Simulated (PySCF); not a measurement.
Species: C8H11BS.
Z-matrix (Å and degrees, PBE0-D3(BJ)/def2-SVP geometry), rows numbered from 1:
```
B 
C   1  1.5641
C   2  1.5354  1  104.94
C   3  1.5288  2  105.00  1    29.42
C   4  1.5432  3  104.95  2   -38.49
C   5  1.4902  1  120.96  2  -147.57
C   6  1.3741  5  129.42  1     4.11
C   7  1.4240  6  113.46  5   179.48
C   8  1.3688  7  112.53  6    -0.24
S   9  1.7174  8  111.38  7     0.08
H   1  1.2088  2  126.74  3   169.61
H   2  1.1137  1  101.95  3   114.37
H   2  1.1005  1  118.09  3  -131.00
H   3  1.1012  2  113.92  1   153.08
H   3  1.1042  2  109.30  1   -87.89
H   4  1.1020  3  113.13  2  -162.44
H   4  1.1041  3  110.29  2    78.21
H   5  1.1209  1   97.17  2    95.58
H   7  1.0908  6  122.50  5    -0.80
H   8  1.0909  7  124.13  6  -179.97
H   9  1.0892  8  128.25  7  -179.55
```

The closed-shell ground state was solved at several levels (PySCF, density fitting, gas phase, non-relativistic).

```tsv
level	basis functions	HOMO (eV)	LUMO (eV)	gap (eV)	dipole (D)
wB97X-D/def2-SVPD	295	-8.32	0.96	9.28	0.86
PBE0/pcSseg-1	232	-6.54	-0.93	5.61	0.82
```

(1) Estimate the row for KT2/pcSseg-1, a basis of 232 functions; the other rows only guide the guess.

(2) Over all these levels, which gives the widest orbital gap and which the narrowest?

(3) How far do the dipole and the HOMO energy spread over the levels?

Answers

(1) HOMO -5.53 eV, LUMO -1.99 eV, gap 3.54 eV, dipole 0.81 D.

(2) wB97X-D/def2-SVPD (range-separated hybrid) has the widest, 9.28 eV, and KT2/pcSseg-1 (GGA) the narrowest, 3.54 eV. Functional and basis both differ between the two, so the spread mixes both effects.

(3) The dipole runs from 0.81 to 0.86 D (mean 0.83 D) and the HOMO from -8.32 to -5.53 eV.

One conformer stands for the species.
